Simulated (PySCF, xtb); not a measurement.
methylsilylboronic acid (CH7BO2Si), SMILES C[SiH2]B(O)O. Other conformers were not sampled.

Harmonic wavenumbers (cm⁻¹) from GFN2-xTB (xtb 6.7.1) at its own minimum, in rising order: 7, 111, 124, 196, 347, 420, 452, 561, 564, 596, 671, 684, 739, 806, 821, 844, 954, 967, 1206, 1264, 1364, 1490, 1494, 2092, 2193, 3026, 3035, 3048, 3562, 3659.

Task: What does r2SCAN-D4/def2-SVP run with PySCF give at its own minimum? (An estimate is asked for; the answer gives what the named calculation found.)

Result: 21, 105, 148, 262, 334, 368, 494, 527, 573, 628, 672, 689, 723, 880, 882, 936, 996, 1020, 1251, 1299, 1409, 1431, 1433, 2168, 2175, 3040, 3146, 3151, 3777, 3873. Paired by order, the mean absolute difference is 54 cm⁻¹ and the zero-point energies are 53.3 and 54.9 kcal/mol.
